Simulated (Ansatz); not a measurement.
Stepwise reaction of `F[SiH2][GeH3]` with hydrogen fluoride, as a gas-phase model of exchange steps in deposition or etching. ΔE in kJ/mol; ΔG adds harmonic PBE0-D4 terms to CCSD(T)/CBS, at 1 bar.

Isolated molecules relaxed with PBE0-D4/def2-TZVP in Ansatz; ΔE leaves out vibrations. CCSD(T)/CBS is the MP2 limit (def2-TZVPP, def2-QZVPP) plus CCSD(T) − MP2 in def2-TZVPP, frozen cores. This one scheme is used for every species. DFT in def2-TZVPP. B3LYP here is the variant with VWN-RPA as its local correlation; programs differ in this. For Ge outer-core shells are correlated without core-valence functions, which leaves a few kJ/mol of doubt a bond. Scalar relativity is left out up to krypton.

```csv
step,reaction,PBE-D4,B3LYP-D4,ωB97M-V,CCSD(T)/CBS,ΔG(400 K)
1,`F[SiH2][GeH3]` + H–F → `F[SiH](F)[GeH3]` + H₂,-122.5,-130.3,-130.5,-126.4,-126.8
2,`F[SiH](F)[GeH3]` + H–F → `F[Si](F)(F)[GeH3]` + H₂,-134.4,-142.1,-143.6,-139.9,-136.5
```

**Question.** By hand: ΔE of the 2 steps together at CCSD(T)/CBS.

**Answer.** (-126.4) + (-139.9) = -266.3 kJ/mol, or -133.2 kJ/mol a step.

In ΔE each step is lower than the one before. All are downhill at CCSD(T)/CBS. ΔG lies between -136.5 and -126.8 kJ/mol a step. PBE-D4 differs from CCSD(T)/CBS by 3.9 to 5.5 kJ/mol a step. Isolated molecules leave out the surface, adducts and barriers. Largest T1 diagnostic: 0.012.
